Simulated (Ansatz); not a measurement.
Ansatz (an electronic-structure program) input (B3LYP-D3(BJ)/def2-TZVP):

Ansatz 0.2 input:
```yaml
crystal:
  periodic: [false, false, false]
  atoms:
    - {symbol: S, position_ang: [-0.99245769, 0.02474353, 0.46498964]}
    - {symbol: S, position_ang: [0.89364365, 0.03051785, -0.48028129]}
    - {symbol: H, position_ang: [1.58102472, -0.88418214, 0.24466650]}
basis:
  gaussian:
    orbitals: def2-TZVP
hamiltonian:
  xc: b3lyp
  dispersion: d3bj
total_charge: -1
phonons: {temperatures: {t_min: 298.15, t_max: 298.15, t_step: 100}}
```

Output:

```
Functional definition: B3LYP
integrals: 0.02 GiB planned
586 factors; their error is unknown
mean field: 0.18 GiB planned
mean field evaluation 1: about -21688.8108 eV, gradient 1.8e1 eV
mean field evaluation 2: about -21687.6720 eV, gradient 2.8e1 eV
mean field evaluation 4: about -21689.7173 eV, gradient 1.2e0 eV
mean field evaluation 8: about -21689.7600 eV, gradient 1.1e-1 eV
mean field evaluation 16: about -21689.7600 eV, gradient 2.2e-5 eV
mean field -21689.76000652 eV, -797.0839783921 hartree, gradient 2.2e-5 eV, S^2 0.000000; 0 other end points of the search recorded, 0 dependent functions left out
the calculation of the forces begins
reference -21689.76020386 eV, -797.0839856442 hartree; 17, 17 occupied and 63, 63 virtual orbitals, 586 factors
these checks for a lower state are left out or cut short: stability, starts, cluster_reference, orbital_swaps, neighbouring_geometries, increment
integrals: 0.02 GiB planned
586 factors; their error is unknown
mean field: 0.18 GiB planned
mean field -21689.76000015 eV, -797.0839781583 hartree, gradient 1.9e-6 eV, S^2 0.000000; 0 other end points of the search recorded, 0 dependent functions left out
the calculation of the forces begins
reference -21689.76019749 eV, -797.0839854102 hartree; 17, 17 occupied and 63, 63 virtual orbitals, 586 factors
these checks for a lower state are left out or cut short: stability, starts, cluster_reference, orbital_swaps, neighbouring_geometries, increment
integrals: 0.02 GiB planned
586 factors; their error is unknown
mean field: 0.18 GiB planned
mean field -21689.76000088 eV, -797.0839781849 hartree, gradient 2.0e-6 eV, S^2 0.000000; 0 other end points of the search recorded, 0 dependent functions left out
the calculation of the forces begins
reference -21689.76019822 eV, -797.0839854371 hartree; 17, 17 occupied and 63, 63 virtual orbitals, 586 factors
these checks for a lower state are left out or cut short: stability, starts, cluster_reference, orbital_swaps, neighbouring_geometries, increment
integrals: 0.02 GiB planned
586 factors; their error is unknown
mean field: 0.18 GiB planned
mean field evaluation 32: about -21689.7599 eV, gradient 6.9e-2 eV
mean field -21689.75997048 eV, -797.0839770678 hartree, gradient 1.5e-6 eV, S^2 0.000000; 0 other end points of the search recorded, 0 dependent functions left out
the calculation of the forces begins
reference -21689.76016778 eV, -797.0839843186 hartree; 17, 17 occupied and 63, 63 virtual orbitals, 586 factors
these checks for a lower state are left out or cut short: stability, starts, cluster_reference, orbital_swaps, neighbouring_geometries, increment
integrals: 0.02 GiB planned
586 factors; their error is unknown
mean field: 0.18 GiB planned
mean field -21689.76000506 eV, -797.0839783386 hartree, gradient 1.7e-6 eV, S^2 0.000000; 0 other end points of the search recorded, 0 dependent functions left out
the calculation of the forces begins
reference -21689.76020243 eV, -797.0839855919 hartree; 17, 17 occupied and 63, 63 virtual orbitals, 586 factors
these checks for a lower state are left out or cut short: stability, starts, cluster_reference, orbital_swaps, neighbouring_geometries, increment
integrals: 0.02 GiB planned
586 factors; their error is unknown
mean field: 0.18 GiB planned
mean field -21689.75994098 eV, -797.0839759837 hartree, gradient 9.3e-7 eV, S^2 0.000000; 0 other end points of the search recorded, 0 dependent functions left out
the calculation of the forces begins
reference -21689.76013833 eV, -797.0839832362 hartree; 17, 17 occupied and 63, 63 virtual orbitals, 586 factors
these checks for a lower state are left out or cut short: stability, starts, cluster_reference, orbital_swaps, neighbouring_geometries, increment
integrals: 0.02 GiB planned
586 factors; their error is unknown
mean field: 0.18 GiB planned
mean field -21689.75993485 eV, -797.0839757585 hartree, gradient 9.4e-7 eV, S^2 0.000000; 0 other end points of the search recorded, 0 dependent functions left out
the calculation of the forces begins
reference -21689.76013218 eV, -797.0839830102 hartree; 17, 17 occupied and 63, 63 virtual orbitals, 586 factors
these checks for a lower state are left out or cut short: stability, starts, cluster_reference, orbital_swaps, neighbouring_geometries, increment
integrals: 0.02 GiB planned
586 factors; their error is unknown
mean field: 0.18 GiB planned
mean field evaluation 64: about -21689.7600 eV, gradient 2.9e-6 eV
mean field -21689.75998720 eV, -797.0839776822 hartree, gradient 2.3e-6 eV, S^2 0.000000; 0 other end points of the search recorded, 0 dependent functions left out
the calculation of the forces begins
reference -21689.76018455 eV, -797.0839849348 hartree; 17, 17 occupied and 63, 63 virtual orbitals, 586 factors
these checks for a lower state are left out or cut short: stability, starts, cluster_reference, orbital_swaps, neighbouring_geometries, increment
integrals: 0.02 GiB planned
586 factors; their error is unknown
mean field: 0.18 GiB planned
mean field -21689.75997570 eV, -797.0839772595 hartree, gradient 8.2e-7 eV, S^2 0.000000; 0 other end points of the search recorded, 0 dependent functions left out
the calculation of the forces begins
reference -21689.76017302 eV, -797.0839845110 hartree; 17, 17 occupied and 63, 63 virtual orbitals, 586 factors
these checks for a lower state are left out or cut short: stability, starts, cluster_reference, orbital_swaps, neighbouring_geometries, increment
integrals: 0.02 GiB planned
586 factors; their error is unknown
mean field: 0.18 GiB planned
mean field -21689.75994887 eV, -797.0839762736 hartree, gradient 1.6e-6 eV, S^2 0.000000; 0 other end points of the search recorded, 0 dependent functions left out
the calculation of the forces begins
reference -21689.76014620 eV, -797.0839835254 hartree; 17, 17 occupied and 63, 63 virtual orbitals, 586 factors
these checks for a lower state are left out or cut short: stability, starts, cluster_reference, orbital_swaps, neighbouring_geometries, increment
integrals: 0.02 GiB planned
586 factors; their error is unknown
mean field: 0.18 GiB planned
mean field -21689.75995427 eV, -797.0839764719 hartree, gradient 1.1e-6 eV, S^2 0.000000; 0 other end points of the search recorded, 0 dependent functions left out
the calculation of the forces begins
reference -21689.76015161 eV, -797.0839837242 hartree; 17, 17 occupied and 63, 63 virtual orbitals, 586 factors
these checks for a lower state are left out or cut short: stability, starts, cluster_reference, orbital_swaps, neighbouring_geometries, increment
integrals: 0.02 GiB planned
586 factors; their error is unknown
mean field: 0.18 GiB planned
mean field -21689.76000630 eV, -797.0839783841 hartree, gradient 1.5e-6 eV, S^2 0.000000; 0 other end points of the search recorded, 0 dependent functions left out
the calculation of the forces begins
reference -21689.76020366 eV, -797.0839856369 hartree; 17, 17 occupied and 63, 63 virtual orbitals, 586 factors
these checks for a lower state are left out or cut short: stability, starts, cluster_reference, orbital_swaps, neighbouring_geometries, increment
integrals: 0.02 GiB planned
586 factors; their error is unknown
mean field: 0.18 GiB planned
mean field evaluation 96: about -21689.7600 eV, gradient 1.7e-5 eV
mean field -21689.75998324 eV, -797.0839775368 hartree, gradient 1.3e-6 eV, S^2 0.000000; 0 other end points of the search recorded, 0 dependent functions left out
the calculation of the forces begins
reference -21689.76018056 eV, -797.0839847882 hartree; 17, 17 occupied and 63, 63 virtual orbitals, 586 factors
Total energy: -21689.86239388 eV, -797.0877410582 hartree
Atom 0 at    -0.992458     0.024744     0.464990 Å, force     0.000036    -0.000026     0.000012 eV/Å
Atom 1 at     0.893644     0.030518    -0.480281 Å, force     0.000011     0.000035    -0.000046 eV/Å
Atom 2 at     1.581025    -0.884182     0.244667 Å, force    -0.000046    -0.000009     0.000034 eV/Å
Dipole moment:     0.482248    -0.112579    -0.108647 e Å
Vibrations: 457.54 822.45 2516.29 cm⁻¹, zero-point energy 0.235339 eV
```

It need not be the lowest isomer of its formula. Whether it binds its extra electron was not tested at this geometry.
